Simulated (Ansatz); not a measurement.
Reaction (formal exchange of groups at the Sn–O bond): `FC[O][SnH3]` + `BN` → `N[BH][SnH3]` + `OCF`

Program: Ansatz. Geometries: PBE0-D4/def2-TZVP. ΔE: electronic, gas phase. CBS: MP2 limit from def2 TZ/QZ plus the TZ coupled-cluster correction, frozen cores. This one scheme is used for every species. DFT in def2-TZVPP. HSE06 is defined as in plane-wave codes. Elements past krypton have def2 core potentials. For Sn outer-core shells are correlated without core-valence functions, which leaves a few kJ/mol of doubt a bond. Each species was taken in one conformer, which may not be the lowest.

Task: Is it downhill or uphill in electronic energy at CCSD(T)/CBS, and by how much? (Estimate.)

Result: Computed: Uphill: ΔE = +0.29 eV.

Task: What do these levels give: BHLYP-D4, PBE-QIDH, BLYP, HSE06, SCS-MP2/def2-QZVPP, HF/CBS(def2)? (An estimate is asked.)

Result: The calculation gave: BHLYP-D4 0.35, PBE-QIDH 0.22, BLYP 0.33, HSE06 0.17, SCS-MP2/def2-QZVPP 0.36, HF/CBS(def2) 0.45 eV.

Largest T1 diagnostic among the species: 0.014.

In def2-TZVPP, CCSD(T) changes the Hartree–Fock value by −0.16 eV (the triples alone add −0.00 eV) and MP2 by −0.14 eV. From r2SCAN to r2SCAN0 (25 % exact exchange), in def2-TZVPP and without D4, ΔE moves by −0.05 eV. Leaving LDA and LC-ωPBE aside and taking each functional with its dispersion term where it has one, the values, not all of them listed here, spread over 0.21 eV, from HSE06-D4 to B97M-V. LDA lies −0.08 eV from PBE without D4.
